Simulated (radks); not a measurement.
Results of a calculation; reference values are marked as such.
Initial-state core-level shifts of the cobalt ion Co2+ when its valence configuration changes from [Ar] 3d7. Level of theory: Dirac Kohn-Sham, PBEsol, spin-unpolarised, spherical densities, finite nucleus; open shells are shared between the two j in proportion to 2j + 1; Fermi nuclear charge, rms radius 3.7875 fm (a radial shooting solver on a logarithmic mesh with Libxc functionals). Shifts are changes of the shell-averaged eigenvalues in eV (positive: less bound); the change of the density at the nucleus, which sets a Mossbauer isomer shift, is in e/bohr^3, on a base of 1.718e+04.

| valence | 1s | 2p | 3s | 3p | density at nucleus |
|---|---|---|---|---|---|
| 3d6 4p1 | -9.080 | -9.882 | -8.760 | -8.534 | +2.478 |
| 3d6 4s1 | -7.683 | -8.542 | -7.361 | -7.144 | +13.997 |
| 3d5 4p2 | -19.196 | -21.019 | -18.137 | -17.655 | +5.854 |
| 3d5.5 4p1.5 | -14.016 | -15.301 | -13.383 | -13.032 | +4.055 |
| 3d5 4s2 | -16.534 | -18.435 | -15.489 | -15.028 | +31.559 |
| 3d5 4s1 4p1 | -17.883 | -19.745 | -16.830 | -16.359 | +18.910 |
| 3d4.5 4p2.5 | -24.612 | -27.026 | -23.003 | -22.386 | +7.870 |
| 3d6.5 4s0.5 | -3.690 | -4.097 | -3.573 | -3.469 | +6.589 |
| 3d6.5 4p0.5 | -4.402 | -4.775 | -4.287 | -4.180 | +1.128 |
